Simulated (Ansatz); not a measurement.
Relaxation of C₂H₇BSi (11 atoms, charge 0, multiplicity 1), to a largest force component of 0.015 eV/Å in at most 40 steps.

Level of theory: Ansatz, RKS PBE0/6-31G*.

```xyz
11
Properties=species:S:1:pos:R:3
B -0.234 2.297 -0.286
C -0.088 0.880 0.299
C 0.017 -0.237 -0.442
Si -0.001 -0.276 -2.328
H -0.308 3.227 0.421
H -0.267 2.444 -1.447
H -0.062 0.746 1.378
H 0.116 -1.179 0.087
H 0.137 -1.662 -2.776
H -1.266 0.282 -2.810
H 1.113 0.529 -2.837
```

Where does it end, and by what steps?

The run converged. After 5 steps the energy has fallen by 0.062 eV; H11 moved furthest, 0.09 Å.

```
step  energy less start (eV)  largest force component (eV/Å)  accepted
   0                  0.0000                           0.766       yes
   1                 -0.0555                           0.239       yes
   2                 -0.0598                           0.157       yes
   3                 -0.0609                           0.071       yes
   4                 -0.0617                           0.023       yes
   5                 -0.0618                           0.010       yes
```

```xyz
11
Properties=species:S:1:pos:R:3
B -0.234 2.304 -0.249
C -0.087 0.885 0.336
C 0.015 -0.219 -0.440
Si -0.002 -0.264 -2.330
H -0.315 3.271 0.456
H -0.267 2.457 -1.441
H -0.061 0.741 1.419
H 0.118 -1.190 0.054
H 0.140 -1.690 -2.740
H -1.281 0.254 -2.888
H 1.131 0.502 -2.917
```

Time of the run: 24 s on 1 thread of Arm Neoverse V1 (shared host), peak memory 0.25 GiB.
